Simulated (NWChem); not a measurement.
System: CH$_{2}$ClFO$_{2}$Si; SMILES O=C(O)[Si@H](F)Cl

NWChem input:

```
start job
memory heap 200 mb stack 900 mb global 1100 mb
geometry units angstroms noautoz
  O      0.282182    -1.797801    -1.294421
  C      0.098400    -1.402545    -0.166386
  O      0.387263    -2.130676     0.939356
  Si    -0.610499     0.322148     0.285437
  F     -1.407414     0.841977    -1.002593
  Cl     0.968767     1.581650     0.667953
  H      0.767171    -2.982073     0.636426
  H     -1.513922     0.302984     1.450597
end
basis spherical
  O library def2-svp
  C library def2-svp
  Si library def2-svp
  F library def2-svp
  Cl library def2-svp
  H library def2-svp
end
dft
  xc bhlyp
  iterations 150
end
tddft
  nroots 8
  notriplet
end
task tddft energy
```

NWChem printed, in part:

```
             Northwest Computational Chemistry Package (NWChem) 7.3.0
             --------------------------------------------------------

 C1  symmetry detected

                             Geometry "geometry" -> ""
                             -------------------------

 Output coordinates in angstroms (scale by  1.889725989 to convert to a.u.)

  No.       Tag          Charge          X              Y              Z
 ---- ---------------- ---------- -------------- -------------- --------------
    1 O                    8.0000    -0.42472826     1.93587778     1.02436554
    2 C                    6.0000     0.10517848     1.36329242     0.10034663
    3 O                    8.0000     1.13475239     1.88217090    -0.61170999
    4 Si                  14.0000    -0.38132658    -0.38360188    -0.52648740
    5 F                    9.0000    -1.88171137    -0.64648995    -0.03247088
    6 Cl                  17.0000     0.87814736    -1.75095453     0.35147447
    7 H                    1.0000     1.34623596     2.75684180    -0.22286677
    8 H                    1.0000    -0.31203058    -0.52592299    -1.99246181

 Effective nuclear repulsion energy (a.u.)     363.1351996884

                                 NWChem DFT Module
                                 -----------------

 Summary of "ao basis" -> "ao basis" (spherical)
 ------------------------------------------------------------------------------
       Tag                 Description            Shells   Functions and Types
 ---------------- ------------------------------  ------  ---------------------
 O                          def2-svp                 6       14   3s2p1d
 C                          def2-svp                 6       14   3s2p1d
 Si                         def2-svp                 8       18   4s3p1d
 F                          def2-svp                 6       14   3s2p1d
 Cl                         def2-svp                 8       18   4s3p1d
 H                          def2-svp                 3        5   2s1p

            General Information
            -------------------
          SCF calculation type: DFT
          Wavefunction type:  closed shell.
          No. of atoms     :     8
          No. of electrons :    64
           Alpha electrons :    32
            Beta electrons :    32
          Charge           :     0
          Spin multiplicity:     1
          Use of symmetry is: off; symmetry adaption is: off
          Maximum number of iterations: 150
          AO basis - number of functions:   102
                     number of shells:    46
          Convergence on energy requested:  1.00D-06
          Convergence on density requested:  1.00D-05
          Convergence on gradient requested:  5.00D-04

              XC Information
              --------------
                        BHLYP Method XC Functional
                     Hartree-Fock (Exact) Exchange  0.500
                        Slater Exchange Functional  0.500 local
                    Becke 1988 Exchange Functional  0.500 non-local
              Lee-Yang-Parr Correlation Functional  1.000

             Grid Information
             ----------------
          Grid used for XC integration:  medium
          Radial quadrature: Mura-Knowles
          Angular quadrature: Lebedev.
          Tag              B.-S. Rad. Rad. Pts. Rad. Cut. Ang. Pts.
          ---              ---------- --------- --------- ---------
          O                   0.60       49          10.0       434
          C                   0.70       49           9.0       434
          Si                  1.10       88          10.0       590
          F                   0.50       49          12.0       434
          Cl                  1.00       88          11.0       590
          H                   0.35       45          11.0       434
          Grid pruning is: on
          Number of quadrature shells:   462
          Spatial weights used:  Erf1

      Superposition of Atomic Density Guess
      -------------------------------------

 Sum of atomic energies:       -1035.36025119

[...]

                                NWChem TDDFT Module
                                -------------------

            General Information
            -------------------
           No. of orbitals :     204
            Alpha orbitals :     102
             Beta orbitals :     102
        Alpha frozen cores :       0
         Beta frozen cores :       0
     Alpha frozen virtuals :       0
      Beta frozen virtuals :       0
         Spin multiplicity :       1
    Number of AO functions :     102
        Use of symmetry is : off
      Symmetry adaption is : off
         Schwarz screening :  0.10D-07

              XC Information
              --------------
                 BHLYP Method XC Functional
              Hartree-Fock (Exact) Exchange   0.50
                 Slater Exchange Functional   0.50 local
             Becke 1988 Exchange Functional   0.50 non-local
       Lee-Yang-Parr Correlation Functional   1.00

             TDDFT Information
             -----------------
          Calculation type : TDDFT
         Wavefunction type : Restricted singlets
          No. of electrons :      64
           Alpha electrons :      32
            Beta electrons :      32
              No. of roots :       8
          Max subspacesize :    5600
            Max iterations :     100
               Target root :       1
           Target symmetry : none
      Symmetry restriction : off
                 Algorithm : Optimal
        Davidson threshold :  0.10D-03

    8 smallest eigenvalue differences (eV)
--------------------------------------------------------
  No. Spin  Occ  Vir  Irrep   E(Occ)    E(Vir)   E(Diff)
--------------------------------------------------------
    1    1   32   33 a        -0.357    -0.004     9.594
    2    1   31   33 a        -0.406    -0.004    10.920
    3    1   30   33 a        -0.413    -0.004    11.114
    4    1   29   33 a        -0.415    -0.004    11.186
    5    1   32   34 a        -0.357     0.056    11.239
    6    1   32   35 a        -0.357     0.088    12.097
    7    1   32   36 a        -0.357     0.093    12.252
    8    1   28   33 a        -0.458    -0.004    12.335
--------------------------------------------------------

  Entering Davidson iterations
  Restricted singlet excited states

  Iter   NTrls   NConv    DeltaV     DeltaE      Time
  ----  ------  ------  ---------  ---------  ---------
    1      8       0     0.46E+00   0.10+100       28.1
    2     24       0     0.56E-01   0.28E-01       39.7
    3     40       0     0.92E-01   0.78E-02       41.1
    4     56       0     0.40E-01   0.18E-01       41.2
    5     72       0     0.12E-01   0.18E-02       35.6
    6     88       1     0.39E-02   0.12E-03       36.2
    7    102       2     0.15E-02   0.10E-04       37.3
    8    114       6     0.41E-03   0.11E-05       36.1
    9    118       7     0.13E-03   0.82E-07       24.7
   10    120       8     0.80E-04   0.54E-08       18.2
  ----  ------  ------  ---------  ---------  ---------
  Convergence criterion met

  Ground state a       -1038.815249490056 a.u.

  ----------------------------------------------------------------------------
  Root   1 singlet a              0.186237277 a.u.                5.0678 eV
  ----------------------------------------------------------------------------
     Transition Moments    X  0.12079   Y -0.12455   Z  0.13802
     Dipole Oscillator Strength                    0.0061025440
     Electric Quadrupole                           0.0000000042
     Magnetic Dipole                               0.0000008691
     Total Oscillator Strength                     0.0061034173

     Occ.   26  a   ---  Virt.   33  a   -0.05828 X
     Occ.   27  a   ---  Virt.   33  a   -0.07432 X
     Occ.   29  a   ---  Virt.   33  a   -0.13894 X
     Occ.   30  a   ---  Virt.   33  a   -0.10677 X
     Occ.   31  a   ---  Virt.   33  a   -0.13566 X
     Occ.   32  a   ---  Virt.   33  a   -0.93629 X
     Occ.   32  a   ---  Virt.   34  a    0.06304 X
     Occ.   32  a   ---  Virt.   35  a   -0.05304 X
     Occ.   32  a   ---  Virt.   36  a   -0.12972 X
     Occ.   32  a   ---  Virt.   37  a   -0.06257 X
     Occ.   32  a   ---  Virt.   38  a    0.14483 X
  ----------------------------------------------------------------------------
  Root   2 singlet a              0.290003441 a.u.                7.8914 eV
  ----------------------------------------------------------------------------
     Transition Moments    X -0.21305   Y  0.15767   Z  0.26531
     Dipole Oscillator Strength                    0.0271902308
     Electric Quadrupole                           0.0000003402
     Magnetic Dipole                               0.0000000933
     Total Oscillator Strength                     0.0271906643

     Occ.   27  a   ---  Virt.   33  a   -0.05485 X
     Occ.   27  a   ---  Virt.   35  a   -0.05579 X
     Occ.   29  a   ---  Virt.   33  a    0.37097 X
     Occ.   29  a   ---  Virt.   36  a    0.08338 X
     Occ.   30  a   ---  Virt.   33  a   -0.53997 X
     Occ.   31  a   ---  Virt.   33  a   -0.34781 X
     Occ.   32  a   ---  Virt.   34  a   -0.62464 X
     Occ.   32  a   ---  Virt.   36  a    0.06189 X
     Occ.   32  a   ---  Virt.   38  a    0.07494 X
     Occ.   32  a   ---  Virt.   41  a   -0.09266 X
  ----------------------------------------------------------------------------
  Root   3 singlet a              0.290653005 a.u.                7.9091 eV
  ----------------------------------------------------------------------------
     Transition Moments    X -0.05275   Y -0.09901   Z -0.04335
     Dipole Oscillator Strength                    0.0028028801
     Electric Quadrupole                           0.0000000374
     Magnetic Dipole                               0.0000002673
     Total Oscillator Strength                     0.0028031848

[...]
```

Level: BHandHLYP/def2-SVP, full TDDFT. Geometry: optimised at B3LYP/6-31G* (spherical d).
